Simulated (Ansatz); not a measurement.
`COc1ccc(-c2ccc(-c3ccc(-c4ccc(-c5ccc(-c6ccc(-c7ccc(-c8ccc(C(F)=C(F)F)cc8)o7)o6)o5)o4)o3)o2)cc1`, 72 atoms. Hardware: 4 threads of AMD EPYC 7R13 on a shared host and a share (37 GiB) of an NVIDIA H100 80GB HBM3.

Single mean-field runs in def2-SVP are fitted with def2-universal-jkfit.

How many basis functions does each of these Ansatz runs have, and roughly what does it cost? r2SCAN-D4/def2-SVP, charge 0 singlet, energy, from earlier orbitals; PBE0-D4/def2-SVP, charge 0 singlet, energy and forces, from earlier orbitals; PBE0-D4/def2-SVP, charge -1 doublet at the geometry of the charge 0 singlet, energy; PBE-D4/def2-SVP, charge -1 doublet at the geometry of the charge 0 singlet, energy, from earlier orbitals; PBE0-D4/def2-SVP, charge 1 doublet at the geometry of the charge 0 singlet, energy; PBE-D4/def2-SVP, charge 0 triplet at the geometry of the charge 0 singlet, energy, from earlier orbitals; r2SCAN-D4/def2-SVP, charge 0 singlet, relaxation, 19 steps; PBE-D4/def2-SVP, charge 1 doublet at the geometry of the charge 0 singlet, energy, from earlier orbitals; PBE-D4/def2-SVP, charge 0 singlet, energy and forces, from earlier orbitals; PBE0-D4/def2-SVP, charge 0 triplet at the geometry of the charge 0 singlet, energy.

Other jobs shared the machine, so times can vary by a factor of up to 3. A dash marks memory too small to be measured apart from the calling script's.

```
                                                                                                      run  functions  fitting or Cholesky vectors  wall time  peak host memory (GiB)
                                      r2SCAN-D4/def2-SVP, charge 0 singlet, energy, from earlier orbitals        801                         4109      9.5 s                       –
PBE-D4/def2-SVP, charge -1 doublet at the geometry of the charge 0 singlet, energy, from earlier orbitals        801                         4109       12 s                     1.4
                              PBE-D4/def2-SVP, charge 0 singlet, energy and forces, from earlier orbitals        801                         4109       12 s                       –
 PBE-D4/def2-SVP, charge 1 doublet at the geometry of the charge 0 singlet, energy, from earlier orbitals        801                         4109       13 s                     1.4
                      PBE0-D4/def2-SVP, charge -1 doublet at the geometry of the charge 0 singlet, energy        801                         4109       15 s                     1.5
                             PBE0-D4/def2-SVP, charge 0 singlet, energy and forces, from earlier orbitals        801                         4109       17 s                     2.4
 PBE-D4/def2-SVP, charge 0 triplet at the geometry of the charge 0 singlet, energy, from earlier orbitals        801                         4109       17 s                     1.6
                       PBE0-D4/def2-SVP, charge 1 doublet at the geometry of the charge 0 singlet, energy        801                         4109       23 s                     1.5
                       PBE0-D4/def2-SVP, charge 0 triplet at the geometry of the charge 0 singlet, energy        801                         4109       29 s                     1.6
                                               r2SCAN-D4/def2-SVP, charge 0 singlet, relaxation, 19 steps        801                         4109      2 min                       –
```
